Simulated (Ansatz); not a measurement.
`O=CS[SiH2]O` + `BBr` → `O=CBBr` + `O[SiH2]S`  (formal exchange of groups at a C–S bond)

Program: Ansatz. Geometries: PBE0-D4/def2-TZVP. ΔE: electronic, gas phase. CCSD(T)/CBS adds triple-zeta CCSD(T) − MP2 to the extrapolated MP2 energy (def2 sets, frozen cores). DFT in def2-TZVPP. B3LYP here is the variant with VWN-RPA as its local correlation; programs differ in this. For Br outer-core shells are correlated without core-valence functions, which leaves a few kJ/mol of doubt a bond. Scalar relativity is left out up to krypton. Each species was taken in one conformer, which may not be the lowest.

CCSD(T)/CBS gives +4.8 kcal/mol.

Problem. Another level gave +3.4 kcal/mol. Which?
A. PBE-D4/def2-TZVPP
B. SCS-MP2/def2-TZVPP
C. CCSD/def2-TZVPP
D. B3LYP-D4/def2-TZVPP

Solution. C. CCSD/def2-TZVPP 3.4, PBE-D4 7.2, B3LYP-D4 6.0, SCS-MP2/def2-TZVPP 4.9 kcal/mol.

Largest T1 diagnostic among the species: 0.016.

In def2-TZVPP, CCSD(T) changes the Hartree–Fock value by +2.6 kcal/mol (the triples alone add +1.3 kcal/mol) and MP2 by +4.0 kcal/mol. The D4 term adds +1.3 kcal/mol with B3LYP and +0.6 kcal/mol with PBE0; it sums over pairs of atoms, weighted by their polarisabilities, and B3LYP, whose exchange is more repulsive, gets the larger term. From PBE to PBE0 (25 % exact exchange), in def2-TZVPP and without D4, ΔE moves by −0.9 kcal/mol.
